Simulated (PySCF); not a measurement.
PySCF input file for silyl radical (H3Si), SMILES [SiH3], multiplicity 2, C-PCM-PBE0/def2-TZVPD. Geometry optimised at B3LYP-D3(BJ)/def2-TZVPD.

```python
import numpy as np
from pyscf import gto, scf, dft
from pyscf.solvent import pcm

mol = gto.M(
    atom='''
    Si   -0.00000000    0.00000000   -0.08028602
    H    -1.22219663    0.70563556    0.37466811
    H     1.22219665    0.70563555    0.37466810
    H     0.00000000   -1.41127112    0.37466810
    ''',
    basis='def2-TZVPD',
    charge=0,
    spin=1,
    max_memory=2000,
    verbose=3,
)
mf = dft.UKS(mol, xc='pbe0').density_fit(auxbasis='def2-universal-jkfit')
mf.grids.level = 3
mf.conv_tol = 1e-9
mf.max_cycle = 100
mf.kernel()
for _ in range(3):  # follow internal instabilities
    mo, _, stable, _ = mf.stability(return_status=True, nroots=6)
    if stable:
        break
    mf.kernel(mf.make_rdm1(mo, mf.mo_occ))
res = {}
for name, eps in {'water': 78.355, 'dimethylsulfoxide': 46.826, 'benzene': 2.2706}.items():
    s = mf.PCM()
    s.with_solvent.method, s.with_solvent.eps, s.with_solvent.lebedev_order = 'C-PCM', eps, 29
    s.kernel(mf.make_rdm1())
    res[name] = (s.e_tot, eps, s.dip_moment(), s.mo_energy, s.converged)
    print(f'{name}: electrostatic solvation free energy {(s.e_tot - mf.e_tot) * 627.509474:.3f} kcal/mol')
```

Output:

```

WARN: HOMO -0.173932490026335 >= LUMO -0.173932490026333

converged SCF energy = -291.108920879427  <S^2> = 0.75305787  2S+1 = 2.0030555
<class 'pyscf.df.df_jk.DFUKS'> wavefunction is stable in the internal stability analysis

WARN: PCM is an experimental feature. It is still in testing.
Features and APIs may be changed in the future.

converged SCF energy = -291.109090166661  <S^2> = 0.75305538  2S+1 = 2.0030531
Dipole moment(X, Y, Z, Debye): -0.00000, -0.00002,  0.00192
water: electrostatic solvation free energy -0.106 kcal/mol

WARN: PCM is an experimental feature. It is still in testing.
Features and APIs may be changed in the future.

converged SCF energy = -291.109088662069  <S^2> = 0.75305541  2S+1 = 2.0030531
Dipole moment(X, Y, Z, Debye): -0.00000, -0.00002,  0.00174
dimethylsulfoxide: electrostatic solvation free energy -0.105 kcal/mol

WARN: PCM is an experimental feature. It is still in testing.
Features and APIs may be changed in the future.

converged SCF energy = -291.10901599108  <S^2> = 0.75305675  2S+1 = 2.0030544
Dipole moment(X, Y, Z, Debye): -0.00000, -0.00001, -0.00604
benzene: electrostatic solvation free energy -0.060 kcal/mol
```

The run converged.
